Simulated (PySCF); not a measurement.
A GIAO shielding run with PySCF (density fitting, non-relativistic, gas phase) on 2-ethoxypentane, C7H16O:

```
{"job": {"kind": "nmr", "xc": "PBE0", "basis": "pcSseg-1"}, "charge": 0, "multiplicity": 1}
C      3.048984     0.991091     0.480594
C      1.538635     0.812483     0.396331
C      1.143070    -0.142446    -0.727072
C     -0.371576    -0.352447    -0.803898
C     -0.750186    -1.166987    -2.044653
O     -0.774192    -1.028747     0.379393
C     -2.084750    -0.763851     0.823432
C     -2.192422     0.527230     1.634882
H      3.437383     1.398427    -0.450747
H      3.536781     0.036836     0.665863
H      3.309816     1.671966     1.287639
H      1.161094     0.414695     1.339068
H      1.068144     1.784788     0.227968
H      1.494765     0.246882    -1.684350
H      1.609446    -1.113888    -0.557441
H     -0.865611     0.629178    -0.857954
H     -0.245789    -2.129240    -2.018786
H     -0.459618    -0.635459    -2.946473
H     -1.823490    -1.341191    -2.075046
H     -2.350954    -1.616864     1.454640
H     -2.785131    -0.730734    -0.022635
H     -1.518782     0.485408     2.486606
H     -3.210711     0.653309     1.992651
H     -1.926641     1.389326     1.027543
```

Hardware: 1 thread of an Arm Neoverse V2, shared host. The job also computes population analyses, field gradients.

Question: How large is the calculation?

Answer: 66 electrons, 216 basis functions and 1114 auxiliary functions.

Question: How long does it take?

Answer: 42 s of wall time, with 13 SCF cycles and 4 response iterations. Times on a shared host scatter by some tens of per cent.
